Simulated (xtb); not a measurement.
Input for xtb: GFN1-xTB on TcN, 2S+1 = 3, a spin state set in the input, which need not be the lowest, a point of a bond scan (R = 1.499 Å).

```
$ xtb mol.xyz --gfn 1 --sp --chrg 0 --uhf 2
2

Tc     0.00000000     0.00000000     0.00000000
N      0.00000000     0.00000000     1.49851000
```

**Question.** Give the final energy of this run.

**Answer.** -5.3794 hartree.
